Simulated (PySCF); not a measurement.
**Ta²⁺: ionisation energy**

Ta²⁺ [Xe] 4f14 5d3 (4F) → Ta³⁺ [Xe] 4f14 5d2 (3F), as a difference of total energies. All numbers are calculated (PySCF 2.14, scalar relativity through the core potential, in cc-pVDZ-PP with ECP60MDF (4s4p3d1f, 38 functions)). Correlated levels: valence: 5s2 5p6 frozen. The calculations carry no spin-orbit coupling.

```json
{"method": "UHF", "ionisation energy (eV)": "23.157"}
{"method": "r2SCAN", "ionisation energy (eV)": "24.293"}
{"method": "PBE", "ionisation energy (eV)": "24.386"}
{"method": "MP2 (valence)", "ionisation energy (eV)": "23.362"}
{"method": "SCS-MP2 (valence)", "ionisation energy (eV)": "23.225"}
```

Task: How much does correlation contribute at MP2 (valence)?

Result: 23.362 − (23.157) = 0.205 eV, measured against UHF.

The reference lies between the lowest fine-structure levels, while these numbers refer to the centres of the terms.

Errors of the correlated levels include the incompleteness of this basis and the frozen core.

For comparison: 23.1 ± 1.6 eV (theoretical estimate listed by NIST; NIST Atomic Spectra Database, ionization energies).
